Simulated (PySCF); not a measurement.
F₂OS, charge -1, multiplicity 2. Atoms are numbered in the order given.

```xyz
4

O      0.0000     0.0000     1.2995
S      0.0000     0.0000    -0.1943
F      0.0000    -1.8630    -0.4048
F      0.0000     1.8630    -0.4048
```
Charge -1, spin multiplicity 2.

Geometry: ωB97X-D3(BJ)/def2-SVPD. The multiplicity is an assumed one; other spin states were not compared.

Computed with M06-2X/def2-TZVPD (PySCF).

Mulliken values depend strongly on the basis, most of all with diffuse functions as here. ESP charges are fitted to the potential on shells at 1.4 to 2.0 van der Waals radii. Atomic charges (e):

```csv
atom,meta-Löwdin,Mulliken,ESP fit,Mulliken spin
O1,-0.71,-0.46,-0.38,0.31
S2,1.03,0.54,0.46,0.67
F3,-0.66,-0.54,-0.54,0.01
F4,-0.66,-0.54,-0.54,0.01
```
